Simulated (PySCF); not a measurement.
Problem. Give a PBE0-D3(BJ)/def2-SVP geometry of `[Br][Ge]([Br])([Br])[CH2]C` (GeEtBr3).

Solution. 
```
atom  x, y, z in Å
Ge1   -0.2083   -0.4339   -1.3351
C2    -0.2891   -0.4257    0.6090
C3     0.4444    0.7462    1.2407
H4     0.1247   -1.3972    0.9243
H5    -1.3626   -0.4297    0.8579
H6     0.3661    0.7012    2.3380
H7     1.5137    0.7410    0.9814
H8     0.0232    1.7095    0.9157
Br9    1.9684   -0.4452   -2.0779
Br10  -1.2239    1.4314   -2.2181
Br11  -1.2586   -2.2830   -2.2050
```

Orientation and origin are arbitrary. Atoms count from 1 in this order. Ge1 (germanium bonded to 3 Br and C) is tetrahedral (angles from 107.3° to 111.3°). All 3 Br–Ge bonds measure 2.298 to 2.300 Å.

Bonds between heavy atoms (Å): Ge1–C2 1.946, Ge1–Br9 2.300, Ge1–Br10 2.300, Ge1–Br11 2.298, C2–C3 1.520.

Method used: PBE0-D3(BJ)/def2-SVP geometry optimisation, gas phase (PySCF 2.14.0).

Point group: near Cs, missed by 0.09 Å at most; the miss may be what the optimiser left on a soft mode. PBE0-D3(BJ)/def2-SVP frequencies: not computed here.
